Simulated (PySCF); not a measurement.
Basis-set dependence of PPb at PBE0

PySCF, UKS reference; doublet, unpaired electrons π ↑; De to P + Pb without counterpoise correction.

```
                 basis                           relativity  functions  Re (Å)  ωe (cm⁻¹)  De (eV)  μ (D)
              def2-SVP  scalar-relativistic core potentials         44   2.432        367     2.45   2.70
cc-pV(D+d)Z/cc-pVDZ-PP  scalar-relativistic core potentials         46   2.428        369     2.45   2.79
             def2-SVPD  scalar-relativistic core potentials         56   2.433        370     2.53   2.88
          x2c-TZVPPall                        spin-free X2C        125   2.401        385     2.63   2.82
```

Q: How does each smaller set differ from the one with most functions, x2c-TZVPPall?

A: def2-SVP: +3.1 pm, -4.7 % in ωe, -0.18 eV in De; cc-pV(D+d)Z/cc-pVDZ-PP: +2.7 pm, -4.2 % in ωe, -0.18 eV in De; def2-SVPD: +3.2 pm, -3.9 % in ωe, -0.10 eV in De. All at PBE0; the set with most functions is neither the basis-set limit nor always the best. The rows treat relativity differently, so the differences are not basis effects alone.

A positive dipole means P(−)Pb(+). Spin–orbit coupling is left out, which matters for elements this heavy, above all for dissociation energies. The state is the lowest determinant that a PBE0 search found; another state may lie lower at other levels.
